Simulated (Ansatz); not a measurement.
Species: H4BSiO, charge 0, doublet. H4BSiO (SMILES O[B][SiH3], doublet).
B3LYP-D3(BJ)/def2-TZVP minimum from Ansatz (an electronic-structure program):
```xyz
7

B     -0.7207    -0.0531    -0.5749
O     -1.1873     1.1578    -0.8816
H     -1.9438     1.1776    -1.4811
Si     0.8168    -0.5656     0.6186
H      1.5624     0.5481     1.2690
H      1.7706    -1.3523    -0.2014
H      0.2774    -1.4511     1.6798
```
Charge 0, spin multiplicity 2.

Wanted: atomisation energy (electronic, to ground-state atoms), in kcal/mol. Radicals and triplets start from unrestricted determinants; spin-orbit coupling is neglected. CBS(X,Y): correlation extrapolated as X^-3, Hartree-Fock from the larger set. A bracket is a step between two methods taken in the basis named. Functionals run without relativity, which enters their misses. Double hybrids freeze cores in their MP2 part. 'core' is core correlation in cc-pwCVTZ (1s frozen past Ne), 'X2C' scalar relativity in cc-pVTZ-DK, both at CCSD(T). For partners of very few electrons the exact lower level stands in for a higher one.

CCSD(T)/CBS(cc-pV(T+d)Z,cc-pV(Q+d)Z) + [CCSDT(Q) - CCSD(T)]/cc-pV(D+d)Z + core + X2C (Ansatz) gives 536.0 kcal/mol.

How far off this value is PBE/def2-TZVPD (Ansatz), in which direction, and which of these levels come nearer: r2SCAN/def2-TZVPD, B3LYP/def2-TZVPD, PBE0/def2-TZVPD, B2PLYP/def2-TZVPD, CCSD(T)/CBS(cc-pV(T+d)Z,cc-pV(Q+d)Z) + core + X2C?

PBE gives 540.1 kcal/mol, 4.1 kcal/mol above it. Differences of the others: r2SCAN/def2-TZVPD (Ansatz) 5.1; B3LYP/def2-TZVPD (Ansatz) -2.3; PBE0/def2-TZVPD (Ansatz) -3.8; B2PLYP/def2-TZVPD (Ansatz) -7.0; CCSD(T)/CBS(cc-pV(T+d)Z,cc-pV(Q+d)Z) + core + X2C (Ansatz) -0.6 kcal/mol. Nearer than PBE: B3LYP/def2-TZVPD, PBE0/def2-TZVPD, CCSD(T)/CBS(cc-pV(T+d)Z,cc-pV(Q+d)Z) + core + X2C.
